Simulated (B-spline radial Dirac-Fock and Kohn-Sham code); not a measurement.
# Sb³⁺: input and output of one calculation

ΔSCF core binding energies without Breit or QED terms, calculated with a radial finite-basis atomic code. Keys: rel is the Hamiltonian (dirac, or spin-free x2c and nr, where L3 and M5 stand for the whole 2p and 3d shells), method is hf or an exchange,correlation pair (spin-unpolarised, also for the hole states), nuc the nuclear model, radius_factor scales its radius, rmax is the box in bohr, h the logarithmic mesh step, order the B-spline order, points the quadrature points per cell, c_factor scales the speed of light, and damp, ndamp, maxit and tol steer the iteration. The run stops when the commutator error falls below 10·tol·max(1, Z/10), or the numerical noise floor, and the energy has settled to about 1e-8 Ha; the virial ratio is −V/T.

Input (task.json):

```json
{"items": [{"Z": 51, "q": 3, "cfg": [[1, 0, 2], [2, 0, 2], [2, 1, 6], [3, 0, 2], [3, 1, 6], [3, 2, 10], [4, 0, 2], [4, 1, 6], [4, 2, 10], [5, 0, 2]], "A": 121, "rrms": 4.6802, "do": "settings", "holes": ["K", "L3", "M5"],
  "settings": [{"rel": "dirac", "method": "lda,xyz", "nuc": "fermi", "radius_factor": 1.0, "rmax": 45.0, "h": 0.3, "order": 8, "points": 10, "c_factor": 1.0, "maxit": 81, "damp": 0.5, "ndamp": 3, "tol": 1e-08}]}]}
```

Command: `python xray2_run.py task.json out`

The program stops without a result: KeyError: "LibXCFunctional: name 'XYZ' not found.".

**Question.** One setting is unsound. Which, and why?

**Answer.** method names a functional that the program does not serve. With the default settings (Dirac Hartree-Fock): The ground state converged in 10 iterations, with total energy -6478.78956 Ha, virial ratio 1.94761 and highest orbital energy -41.89 eV. ΔSCF binding energies: K (1s) 30633.6 eV, L3 (2p3/2) 4181.3 eV, M5 (3d5/2) 568.6 eV.
